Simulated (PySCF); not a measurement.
CH$_{8}$AlGeNO$_{2}$, singlet, geometry from GFN2-xTB (such geometries of metal compounds can be far from the true shape), with bond 10-3 at 2.4 times its length; CASSCF(6,6)/STO-3G (PySCF).

Input for PySCF:
```python
from pyscf import gto, scf, mcscf
import numpy

mol = gto.M(
    atom='''
Ge   -1.44091363   -0.56849817    0.63599816
N    -0.26642864    0.36665733   -0.39110442
C    -0.90270098    1.26059238   -1.35158642
Al    1.53479977    0.23864218   -0.28017692
O     2.05826647   -0.82643401    0.85484245
O     2.51779231    1.13155609   -1.25226980
H    -2.32896593    0.41608329    1.36051202
H    -0.71564086   -1.44939305    1.58872332
H    -2.34389897   -1.36642337   -0.27550094
H     0.89628339    2.54092760   -2.75525558
H    -1.54432908    0.70007594   -2.04229073
H    -1.53176660    1.99962175   -0.84061609
H     2.66694935   -1.32469797    1.37935873
H     2.78035146    1.74912893   -1.91671052
''',
    basis='sto-3g',
    verbose=4,
)

mf = scf.RHF(mol)
mf.kernel()
mc = mcscf.CASSCF(mf, 6, 6)
mc.fix_spin_(ss=0.0)
mc.kernel()
occ = numpy.linalg.eigvalsh(mc.fcisolver.make_rdm1(mc.ci, mc.ncas, mc.nelecas))[::-1]
ss = mc.fcisolver.spin_square(mc.ci, mc.ncas, mc.nelecas)[0]
print('natural occupations', occ.round(4), ' <S^2>', round(ss, 4))
```

Question: Write the output that PySCF gives for this input, abridged.

Answer: 
```
PySCF version 2.14.0

[INPUT] verbose = 4
[INPUT] num. atoms = 14
[INPUT] num. electrons = 82
[INPUT] charge = 0
[INPUT] spin (= nelec alpha-beta = 2S) = 0
[INPUT] symmetry False subgroup None
[INPUT] Mole.unit = angstrom
[INPUT] Symbol           X                Y                Z      unit          X                Y                Z       unit  Magmom
[...]
nuclear repulsion = 527.371098660486
number of shells = 33
number of NR pGTOs = 165
number of NR cGTOs = 55
basis = sto-3g
ecp = {}

******** <class 'pyscf.scf.hf.RHF'> ********
method = RHF
initial guess = minao
damping factor = 0
level_shift factor = 0
DIIS = <class 'pyscf.scf.diis.CDIIS'>
diis_start_cycle = 1
diis_space = 8
diis_damp = 0
SCF conv_tol = 1e-09
SCF conv_tol_grad = None
SCF max_cycles = 50
direct_scf = True
direct_scf_tol = 1e-13
Set gradient conv threshold to 3.16228e-05
Initial guess from minao.
init E= -2531.60504688076
[...]
cycle= 1 E= -2533.78345269444  delta_E= -2.18  |g|= 0.778  |ddm|= 4.55
[...]
cycle= 2 E= -2533.98443623944  delta_E= -0.201  |g|= 0.203  |ddm|= 1.36
[...]
cycle= 3 E= -2533.99840120923  delta_E= -0.014  |g|= 0.0699  |ddm|= 0.378
[...]
cycle= 4 E= -2534.00003639029  delta_E= -0.00164  |g|= 0.033  |ddm|= 0.158
[...]
cycle= 5 E= -2534.00052169622  delta_E= -0.000485  |g|= 0.0106  |ddm|= 0.0716
[...]
cycle= 6 E= -2534.00059058412  delta_E= -6.89e-05  |g|= 0.00281  |ddm|= 0.0245
[...]
cycle= 7 E= -2534.00059591649  delta_E= -5.33e-06  |g|= 0.000822  |ddm|= 0.00629
[...]
cycle= 8 E= -2534.00059655858  delta_E= -6.42e-07  |g|= 0.000107  |ddm|= 0.0029
[...]
cycle= 9 E= -2534.00059657092  delta_E= -1.23e-08  |g|= 2.64e-05  |ddm|= 0.000441
[...]
cycle= 10 E= -2534.00059657148  delta_E= -5.52e-10  |g|= 7.19e-06  |ddm|= 7.66e-05
[...]
Extra cycle  E= -2534.00059657148  delta_E= -6.37e-12  |g|= 3.77e-06  |ddm|= 1.75e-05
converged SCF energy = -2534.00059657148

******** <class 'pyscf.mcscf.mc1step.CASSCF'> ********
CAS (3e+3e, 6o), ncore = 38, nvir = 11
max_cycle_macro = 50
max_cycle_micro = 4
conv_tol = 1e-07
conv_tol_grad = None
orbital rotation max_stepsize = 0.02
orbital rotation threshold for CI restart = 0.01
augmented hessian ah_max_cycle = 30
augmented hessian ah_conv_tol = 1e-12
augmented hessian ah_linear dependence = 1e-14
augmented hessian ah_level shift = 1e-08
augmented hessian ah_start_tol = 2.5
augmented hessian ah_start_cycle = 3
augmented hessian ah_grad_trust_region = 3
kf_trust_region = 3
kf_interval = 4
ci_response_space = 4
ci_grad_trust_region = 3
with_dep4 0
natorb = False
canonicalization = True
sorting_mo_energy = False
ao2mo_level = 2
internal_rotation = False
******** <class 'pyscf.fci.addons.SpinPenaltyFCISolver'> ********
max. cycles = 50
conv_tol = 1e-08
davidson only = True
linear dependence = 1e-12
level shift = 0.001
max iter space = 12
nroots = 1
pspace_size = 400
spin = None
CASCI E = -2534.15589268742  S^2 = 0.0000000
Set conv_tol_grad to 0.000316228
macro iter   1 ( 21 JK    4 micro), CASSCF E = -2534.17565215931  dE = -1.97594719e-02  S^2 = 0.0000000
               |grad[o]|=0.107  |grad[c]|=0.0349  |ddm|=0.0104  |maxRot[o]|= 0.16
macro iter   2 ( 21 JK    4 micro), CASSCF E = -2534.17754246342  dE = -1.89030412e-03  S^2 = 0.0000000
               |grad[o]|=0.0273  |grad[c]|=0.0184  |ddm|=0.0263  |maxRot[o]|=0.175
macro iter   3 ( 21 JK    4 micro), CASSCF E = -2534.17868646730  dE = -1.14400387e-03  S^2 = 0.0000000
               |grad[o]|=0.0141  |grad[c]|=0.0072  |ddm|=0.00617  |maxRot[o]|=0.108
macro iter   4 ( 21 JK    4 micro), CASSCF E = -2534.17892824505  dE = -2.41777753e-04  S^2 = 0.0000000
               |grad[o]|=0.00901  |grad[c]|=0.016  |ddm|=0.00974  |maxRot[o]|=0.0291
macro iter   5 ( 21 JK    4 micro), CASSCF E = -2534.17981163841  dE = -8.83393366e-04  S^2 = 0.0000000
               |grad[o]|=0.00775  |grad[c]|=0.0152  |ddm|=0.00918  |maxRot[o]|=0.0963
macro iter   6 ( 12 JK    3 micro), CASSCF E = -2534.18155086250  dE = -1.73922408e-03  S^2 = 0.0000000
[...]
               |grad[o]|=0.00422  |grad[c]|=0.00958  |ddm|=0.00484  |maxRot[o]|=0.0014
macro iter  33 ( 21 JK    4 micro), CASSCF E = -2534.20043066385  dE = -2.79062033e-06  S^2 = 0.0000000
               |grad[o]|=0.00421  |grad[c]|=0.00956  |ddm|=0.00483  |maxRot[o]|=0.00118
macro iter  34 ( 21 JK    4 micro), CASSCF E = -2534.20043312089  dE = -2.45704769e-06  S^2 = 0.0000000
               |grad[o]|=0.00421  |grad[c]|=0.00954  |ddm|=0.00482  |maxRot[o]|=0.000953
macro iter  35 ( 21 JK    4 micro), CASSCF E = -2534.20043513936  dE = -2.01846615e-06  S^2 = 0.0000000
               |grad[o]|=0.00421  |grad[c]|=0.00952  |ddm|=0.00481  |maxRot[o]|=0.000834
macro iter  36 ( 21 JK    4 micro), CASSCF E = -2534.20043678587  dE = -1.64650828e-06  S^2 = 0.0000000
               |grad[o]|=0.00421  |grad[c]|=0.00951  |ddm|=0.0048  |maxRot[o]|=0.000694
macro iter  37 ( 21 JK    4 micro), CASSCF E = -2534.20043818359  dE = -1.39771873e-06  S^2 = 0.0000000
               |grad[o]|=0.00421  |grad[c]|=0.0095  |ddm|=0.00479  |maxRot[o]|=0.00059
macro iter  38 ( 21 JK    4 micro), CASSCF E = -2534.20043936499  dE = -1.18139906e-06  S^2 = 0.0000000
               |grad[o]|=0.00421  |grad[c]|=0.00949  |ddm|=0.00479  |maxRot[o]|=0.000508
macro iter  39 ( 21 JK    4 micro), CASSCF E = -2534.20044036755  dE = -1.00256193e-06  S^2 = 0.0000000
               |grad[o]|=0.00421  |grad[c]|=0.00948  |ddm|=0.00478  |maxRot[o]|=0.000437
macro iter  40 ( 21 JK    4 micro), CASSCF E = -2534.20044123190  dE = -8.64355570e-07  S^2 = 0.0000000
               |grad[o]|=0.00421  |grad[c]|=0.00948  |ddm|=0.00478  |maxRot[o]|=0.000378
macro iter  41 ( 21 JK    4 micro), CASSCF E = -2534.20044196935  dE = -7.37449682e-07  S^2 = 0.0000000
               |grad[o]|=0.00421  |grad[c]|=0.00947  |ddm|=0.00477  |maxRot[o]|=0.000325
macro iter  42 ( 21 JK    4 micro), CASSCF E = -2534.20044260367  dE = -6.34312528e-07  S^2 = 0.0000000
               |grad[o]|=0.00421  |grad[c]|=0.00947  |ddm|=0.00478  |maxRot[o]|=0.000281
macro iter  43 ( 21 JK    4 micro), CASSCF E = -2534.20044314891  dE = -5.45241619e-07  S^2 = 0.0000000
               |grad[o]|=0.00421  |grad[c]|=0.00947  |ddm|=0.00477  |maxRot[o]|=0.000242
macro iter  44 ( 21 JK    4 micro), CASSCF E = -2534.20044361585  dE = -4.66937763e-07  S^2 = 0.0000000
               |grad[o]|=0.00421  |grad[c]|=0.00946  |ddm|=0.00477  |maxRot[o]|=0.000209
macro iter  45 ( 21 JK    4 micro), CASSCF E = -2534.20044401896  dE = -4.03117156e-07  S^2 = 0.0000000
               |grad[o]|=0.00421  |grad[c]|=0.00946  |ddm|=0.00477  |maxRot[o]|=0.00018
macro iter  46 ( 21 JK    4 micro), CASSCF E = -2534.20044436265  dE = -3.43688498e-07  S^2 = 0.0000000
               |grad[o]|=0.00421  |grad[c]|=0.00946  |ddm|=0.00477  |maxRot[o]|=0.000155
macro iter  47 ( 21 JK    4 micro), CASSCF E = -2534.20044466158  dE = -2.98928626e-07  S^2 = 0.0000000
               |grad[o]|=0.00421  |grad[c]|=0.00946  |ddm|=0.00476  |maxRot[o]|=0.000134
macro iter  48 ( 21 JK    4 micro), CASSCF E = -2534.20044491515  dE = -2.53569397e-07  S^2 = 0.0000000
               |grad[o]|=0.00421  |grad[c]|=0.00945  |ddm|=0.00476  |maxRot[o]|=0.000115
macro iter  49 ( 11 JK    2 micro), CASSCF E = -2534.20044498510  dE = -6.99487828e-08  S^2 = 0.0000000
               |grad[o]|=0.00421  |grad[c]|=0.0051  |ddm|=8.37e-05  |maxRot[o]|=9.29e-05
macro iter  50 ( 19 JK    4 micro), CASSCF E = -2534.20091938181  dE = -4.74396708e-04  S^2 = 0.0000000
               |grad[o]|=0.00421  |grad[c]|=0.00673  |ddm|=0.00409  |maxRot[o]|=0.0599
1-step CASSCF not converged,  50 macro (1020 JK 196 micro) steps
CASSCF canonicalization
Density matrix diagonal elements [1.98606932 1.97927276 1.30016979 0.69883744 0.01677171 0.01887898]
CASSCF energy = -2534.20091938181
CASCI E = -2534.20091938181  E(CI) = -7.98887543274486  S^2 = 0.0000000
natural occupations [1.9869 1.9803 1.3031 0.6965 0.0191 0.0141]  <S^2> 0.0
```

Convergence was not reached.
